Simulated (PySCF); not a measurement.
Be(Me)(NH2) (CH5BeN), SMILES [CH3][Be][NH2].

Geometry: B3LYP-D3(BJ)/def2-TZVP. The values are those of a single conformer.

All values below come from TDDFT-CAM-B3LYP/def2-SVPD (PySCF).

Vertical excitations. Gas-phase values at a fixed geometry.

Computed lowest excited states:
```json
[
 {"state": "S1", "energy (eV)": "6.14", "λ (nm)": "202", "f": "0.071", "main pairs": "HOMO→LUMO 97 %"},
 {"state": "S2", "energy (eV)": "6.24", "λ (nm)": "199", "f": "0.000", "main pairs": "HOMO→LUMO+1 65 %, HOMO→LUMO+4 34 %"},
 {"state": "S3", "energy (eV)": "7.42", "λ (nm)": "167", "f": "0.000", "main pairs": "HOMO→LUMO+2 92 %"},
 {"state": "S4", "energy (eV)": "7.47", "λ (nm)": "166", "f": "0.047", "main pairs": "HOMO−1→LUMO+1 72 %, HOMO−1→LUMO+4 25 %"},
 {"state": "S5", "energy (eV)": "7.52", "λ (nm)": "165", "f": "0.011", "main pairs": "HOMO→LUMO+3 43 %, HOMO−1→LUMO+2 28 %, HOMO−1→LUMO 25 %"},
 {"state": "S6", "energy (eV)": "7.56", "λ (nm)": "164", "f": "0.000", "main pairs": "HOMO→LUMO+4 58 %, HOMO→LUMO+1 30 %"},
 {"state": "S7", "energy (eV)": "7.71", "λ (nm)": "161", "f": "0.159", "main pairs": "HOMO→LUMO+3 51 %, HOMO−1→LUMO+2 28 %, HOMO−1→LUMO 17 %"},
 {"state": "S8", "energy (eV)": "8.22", "λ (nm)": "151", "f": "0.037", "main pairs": "HOMO−1→LUMO+3 77 %, HOMO−1→LUMO+5 20 %"},
 {"state": "S9", "energy (eV)": "8.46", "λ (nm)": "147", "f": "0.063", "main pairs": "HOMO−1→LUMO 35 %, HOMO→LUMO+5 30 %, HOMO−1→LUMO+2 28 %"},
 {"state": "S10", "energy (eV)": "8.60", "λ (nm)": "144", "f": "0.171", "main pairs": "HOMO→LUMO+5 61 %, HOMO−1→LUMO 20 %, HOMO−1→LUMO+2 12 %"},
 {"state": "T1", "energy (eV)": "5.77", "λ (nm)": "215", "f": "0", "main pairs": "HOMO→LUMO 94 %"},
 {"state": "T2", "energy (eV)": "6.15", "λ (nm)": "202", "f": "0", "main pairs": "HOMO→LUMO+1 61 %, HOMO→LUMO+4 37 %"},
 {"state": "T3", "energy (eV)": "6.55", "λ (nm)": "189", "f": "0", "main pairs": "HOMO→LUMO+3 57 %, HOMO→LUMO+5 38 %"},
 {"state": "T4", "energy (eV)": "6.85", "λ (nm)": "181", "f": "0", "main pairs": "HOMO−1→LUMO+1 55 %, HOMO−1→LUMO+4 43 %"}
]
```
Triplets are in the Tamm–Dancoff approximation, which puts them higher than full response would, so one can lie above its singlet here.
